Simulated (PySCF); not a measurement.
## Ionisation energy of W²⁺ by level of theory

W²⁺ [Xe] 4f14 5d4 (5D) → W³⁺ [Xe] 4f14 5d3 (4F), as a difference of total energies. Computed with PySCF 2.14 in aug-cc-pwCVDZ-PP with ECP60MDF (6s6p5d3f, 70 functions), with a scalar-relativistic core potential. Correlated levels: valence: 5s2 5p6 frozen; valence and next inner shell: nothing frozen outside the core potential. The calculations carry no spin-orbit coupling.

```json
{"method": "UHF", "ionisation energy (eV)": "24.761"}
{"method": "LDA", "ionisation energy (eV)": "26.310"}
{"method": "PBE", "ionisation energy (eV)": "26.065"}
{"method": "PBE0", "ionisation energy (eV)": "25.952"}
{"method": "r2SCAN", "ionisation energy (eV)": "25.848"}
{"method": "M06", "ionisation energy (eV)": "25.890"}
{"method": "BHandHLYP", "ionisation energy (eV)": "25.551"}
{"method": "revPBE", "ionisation energy (eV)": "25.975"}
{"method": "LC-wPBE", "ionisation energy (eV)": "25.818"}
{"method": "MP2 (valence)", "ionisation energy (eV)": "25.218"}
{"method": "SCS-MP2 (valence)", "ionisation energy (eV)": "24.913"}
{"method": "MP2 (valence and next inner shell)", "ionisation energy (eV)": "25.541"}
{"method": "SCS-MP2 (valence and next inner shell)", "ionisation energy (eV)": "25.255"}
```

Question: How much does correlation contribute at MP2 (valence and next inner shell)?

Answer: 25.541 − (24.761) = 0.780 eV, measured against UHF.

The reference lies between the lowest fine-structure levels, while these numbers refer to the centres of the terms.

Errors of the correlated levels include the incompleteness of this basis and the frozen core.

For comparison: 26 ± 0.4 eV (semi-empirical (NIST evaluation); NIST Atomic Spectra Database, ionization energies).
